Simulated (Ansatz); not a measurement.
Calculated with Ansatz (gas phase, PBE0-D4/def2-TZVP geometries, no zero-point term in ΔE). CCSD(T)/CBS is the MP2 limit (def2-TZVPP, def2-QZVPP) plus CCSD(T) − MP2 in def2-TZVPP, frozen cores. Functionals use def2-TZVPP. B3LYP here is the variant with VWN-RPA as its local correlation; programs differ in this. For Br outer-core shells are correlated without core-valence functions, which leaves a few kJ/mol of doubt a bond. Scalar relativity is left out up to krypton. One conformer a species, not always the lowest.

Consider the cleavage of the Si–Si bond: `[SiH3][SiH](Br)Br` + `S[SiH]1CO1` → `[SiH3]S[SiH]1CO1` + `Br[SiH2]Br`.

Problem. Is it downhill or uphill in electronic energy at CCSD(T)/CBS, and by how much? (Best estimate.)

Solution. The calculation gave: Downhill: ΔE = -13.4 kcal/mol.

Problem. What do these levels give: r2SCAN-D4, PBE0-D4, B3LYP-D4, PBE0, SCS-MP2/def2-TZVPP, HF/CBS(def2)? (Estimate.)

Solution. Computed: r2SCAN-D4 -12.7, PBE0-D4 -11.6, B3LYP-D4 -12.3, PBE0 -11.7, SCS-MP2/def2-TZVPP -15.0, HF/CBS(def2) -15.4 kcal/mol.

Largest T1 diagnostic among the species: 0.013.

From PBE to PBE0 (25 % exact exchange), in def2-TZVPP and without D4, ΔE moves by −1.2 kcal/mol.
